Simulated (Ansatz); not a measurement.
Relaxation of C$_{2}$H$_{9}$NOSi$_{2}$ (15 atoms, charge 0, multiplicity 1), to a largest force component of 0.02 eV/Å in at most 40 steps.

All numbers below come from RKS PBE0-D4/STO-3G in Ansatz 0.2.0.

```xyz
15
Properties=species:S:1:pos:R:3
C -0.814 -2.042 0.215
Si 0.835 -1.282 0.180
Si 0.668 0.998 -0.301
N -0.019 1.332 -1.780
C -0.180 1.745 1.171
O -1.370 2.039 1.075
H -1.331 -1.882 -0.762
H -1.453 -1.498 0.951
H -0.828 -3.050 0.478
H 1.486 -1.459 1.534
H 1.667 -1.977 -0.810
H 2.082 1.575 -0.414
H -1.145 1.215 -1.648
H -0.025 2.326 -1.967
H 0.407 1.910 2.105
```

Where does it end, and by what steps?

The run converged. The force dipped under the threshold on the way, but the program's further checks kept it going. Limits of this set-up: minimal basis. After 15 steps the energy has fallen by 0.986 eV; O6 moved furthest, 0.39 Å.

| step | energy less start (eV) | largest force component (eV/Å) | accepted |
| --- | --- | --- | --- |
| 0 | 0.0000 | 6.095 | yes |
| 1 | -0.7926 | 1.258 | yes |
| 2 | -0.5974 | 4.062 | no |
| 3 | -0.9267 | 0.767 | yes |
| 4 | -0.9795 | 0.186 | yes |
| 5 | -0.9804 | 0.136 | yes |
| 6 | -0.9837 | 0.081 | yes |
| 7 | -0.9844 | 0.073 | yes |
| 8 | -0.9851 | 0.028 | yes |
| 9 | -0.9853 | 0.011 | yes |
| 10 | -0.9854 | 0.012 | yes |
| 11 | -0.9855 | 0.029 | yes |
| 12 | -0.9855 | 0.073 | yes |
| 13 | -0.9854 | 0.087 | no |
| 14 | -0.9856 | 0.037 | yes |
| 15 | -0.9857 | 0.018 | yes |

```xyz
15
Properties=species:S:1:pos:R:3
C -0.855 -2.035 0.142
Si 0.839 -1.238 0.197
Si 0.723 0.970 -0.239
N -0.096 1.236 -1.797
C -0.122 1.876 1.228
O -1.262 2.389 1.218
H -1.312 -1.929 -0.846
H -1.533 -1.585 0.873
H -0.791 -3.104 0.364
H 1.409 -1.436 1.510
H 1.705 -1.892 -0.757
H 2.041 1.560 -0.351
H -1.099 0.942 -1.710
H -0.167 2.267 -1.974
H 0.497 1.928 2.172
```

Time of the run: 47 s on 1 thread of Arm Neoverse V2, on a shared host, peak memory 0.14 GiB.
